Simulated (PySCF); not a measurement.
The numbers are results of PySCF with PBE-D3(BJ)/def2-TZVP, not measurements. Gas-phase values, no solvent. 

Reference species (SMILES): `[OH][SnH3]` (neutral, multiplicity 1).

- HOMO–LUMO gap: 5.15 eV
- HOMO: -6.58 eV
- LUMO: -1.43 eV

Changed species: `[SnH4]` (4 of 4 OH replaced by H; the reference has 3 of 4 OH replaced by H).

Task: What does the change do to the HOMO–LUMO gap, HOMO and LUMO?

Result: the HOMO–LUMO gap rises by 2.37 eV, to 7.52 eV; the HOMO drops by 1.34 eV, to -7.92 eV; the LUMO increases by 1.03 eV, to -0.40 eV.
